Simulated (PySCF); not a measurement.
# Dipole response of Kr⁺ (krypton, charge +1)

[Ar] 3d10 4s2 4p5, 2P determinant. All numbers are calculated (PySCF 2.14, a scalar-relativistic core potential, in aug-cc-pwCVQZ-PP with ECP10MDF (10s9p8d6f4g1h, 166 functions)). Coupled (time-dependent) response in atomic units; α is the mean over directions.

```
method  mean α (bohr³)         α xx, yy, zz  C₆ (like pair)  S(−4)
   UHF           10.56  10.24, 10.72, 10.72           65.02  19.95
   PBE           11.11  10.62, 11.36, 11.36           69.10  23.30
```

S(−4) is the Cauchy moment in α(ω) = α(0) + S(−4) ω² + …

Spin-orbit coupling is absent.

α(iu) at PBE:

| u (hartree) | α(iu) (bohr³) |
| --- | --- |
| 0 | 11.11 |
| 0.0500 | 11.05 |
| 0.100 | 10.88 |
| 0.200 | 10.26 |
| 0.300 | 9.395 |
| 0.500 | 7.470 |
| 0.750 | 5.437 |
| 1.00 | 4.004 |
| 1.50 | 2.365 |
| 2.00 | 1.556 |
| 3.00 | 0.8430 |
| 5.00 | 0.3935 |

For an ion, C₆ is the dispersion term alone; charge-induced terms of lower order in 1/R come first.

The components differ because the open shell of this determinant is not spherical; for a pure term their mean is the scalar polarisability.

Energies and moments cover only the electrons outside the core potential.
